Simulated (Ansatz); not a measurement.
Two members of one family (Series SnX2), computed with Ansatz in the gas phase; def2 core potentials for Sn, no spin–orbit coupling. The two geometries come from different levels. Binding counts from free atoms in the multiplicity of their measured ground term, without zero-point energy. A dash marks a value that wasn't run or was left out as unsound. The structures are stationary points that may keep the symmetry of their start.

First: SnH2 (singlet, charge 0, r2SCAN-D4/def2-TZVP geometry).

```csv
atom,x (Å),y (Å),z (Å)
Sn1,0.043,-0.707,-0.442
H2,-0.792,-0.204,1.038
H3,0.749,0.911,-0.596
```

```csv
level,HOMO (eV),LUMO (eV),gap (eV),vertical IE (eV),vertical triplet (eV),binding per atom (eV)
PBE-D4/def2-TZVP,-5.69,-3.77,1.92,8.93,1.53,1.82
PBE-D4/def2-TZVPD,-5.70,-3.78,1.92,–,–,1.82
BLYP-D4/def2-TZVP,-5.60,-3.73,1.87,–,–,1.89
r2SCAN-D4/def2-TZVP,-5.92,-3.59,2.33,8.92,1.36,1.83
BHLYP-D4/def2-TZVP,-7.50,-2.23,5.28,–,–,1.84
```

Second: SnBr2 (singlet, charge 0, PBE0-D4/def2-TZVP geometry).

```xyz
3

Sn    0.231   -0.189   -1.047
Br    0.005    1.980    0.210
Br   -0.236   -1.791    0.838
```

Task: What does the change do? Estimate second minus first.

Result: 
```
              level  Δ HOMO (eV)  Δ LUMO (eV)  Δ gap (eV)  Δ vertical IE (eV)  Δ vertical triplet (eV)  Δ binding per atom (eV)
   PBE-D4/def2-TZVP        -1.01        -0.07        0.94                0.51                     1.12                     0.70
  PBE-D4/def2-TZVPD        -1.04        -0.10        0.94                   –                        –                     0.70
  BLYP-D4/def2-TZVP        -0.94        -0.02        0.91                   –                        –                     0.55
r2SCAN-D4/def2-TZVP        -1.07        -0.22        0.85                0.69                     1.19                     0.65
 BHLYP-D4/def2-TZVP        -1.10        -0.30        0.80                   –                        –                     0.47
```
